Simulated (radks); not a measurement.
Spherical quantum dot in the effective-mass picture: electrons in a parabolic well V = omega^2 r^2 / 2 with omega = 0.647, all in effective atomic units (hartree* = m*/eps^2 hartree, bohr* = eps/m* bohr), one dielectric constant everywhere. Method: non-relativistic Kohn-Sham, PBE, spin-polarised, spherical densities; computed with a radial shooting solver with Libxc functionals. Levels are named by radial order and angular momentum (1s, 1p, 1d, 2s, ...), and open shells are averaged over m.

N = 14, configuration 1s2 1p6 1d(up 5, down 1). This is the lowest configuration that the search found. Occupied and some empty levels:

level,occupation,eigenvalue (hartree*),<r> (bohr*)
1s up,1,6.0189,2.076
1s down,1,6.0517,2.005
1p up,3,6.3189,2.556
1p down,3,6.3722,2.522
1d up,5,6.6690,2.892
1d down,1,6.7313,2.883
2s up,0,6.7702,2.473
2s down,0,6.8029,2.504
1f up,0,7.0617,3.163
1f down,0,7.1262,3.169
2p up,0,7.2086,2.813
2p down,0,7.2433,2.828

Energy (hartree*): total 58.0687, kinetic 7.4055, external 21.938, Hartree 33.618, exchange-correlation -4.8922.
